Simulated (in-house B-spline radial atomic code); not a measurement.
# RPA and G0W0 on wB97X: B+

Configuration [He] 2s2, mean-field start wB97X. Computed with a B-spline radial code for spherical atoms: all electrons, non-relativistic, point nucleus, each spin shell either full or empty, empty states to l = 9 with an (l + 1/2)⁻⁴ tail; G0W0 by contour deformation at full frequency.

Command:
```bash
python run_gw.py task.json out
```
Settings (radii: box in bohr, nucleus in fm):
```
Z                        5
electrons                4
configuration            [He] 2s2
hamiltonian              nr
method                   wb97x
lmax                     9
spin_polarised           False
box_radius               23.78
intervals                46
ion_configuration        [He] 2s1
```

Time taken, with all properties: 1.9 s on 1 thread of Arm Neoverse N1, on a shared host.

Energies (hartree):

| term | value |
| --- | --- |
| mean-field total | -24.34086 |
| Hartree-Fock functional on these orbitals | -24.23626 |
| direct second order | -0.19147 |
| second-order exchange | 0.093523 |
| SOSEX correction | 0.080648 |

Question: What is the RPA correlation energy, and what remains with SOSEX?

Answer: RPA gives -0.16493 hartree (-1.12 eV per electron); RPA + SOSEX gives -0.084281, and the second-order doubles -0.097947 hartree (no singles). SOSEX takes back 49 % of the RPA value.

Quasi-particle levels (eV):

| level | occupied | mean field | Σx - vxc | Σc | QP weight | G0W0 |
| --- | --- | --- | --- | --- | --- | --- |
| 2s | yes | -23.310 | -0.43 | ? | ? | ? |
| 2p | no | -9.274 | 1.99 | -1.27 | 0.956 | -8.549 |

G0W0 = mean field + (Σx - vxc) + Σc, with Σc (partial-wave tail included) taken at the quasi-particle energy. Levels of low weight are left out.

Question: Where does G0W0 put 2s?

Answer: At -25.020 eV, with Σc = -1.28 eV and a quasi-particle weight of 0.949. The tabulated removal energy is 25.155 eV (NIST, measured).

Question: What does it cost to remove one electron (to [He] 2s1) by differences of total energies, each species on its own start (correlation terms add to the Hartree-Fock functional)?

Answer: wB97X 24.261 eV, Hartree-Fock functional 23.438 eV, + RPA 24.847 eV, + RPA + SOSEX 24.461 eV, + second order 24.759 eV. Tabulated: 25.155 eV (NIST, measured).
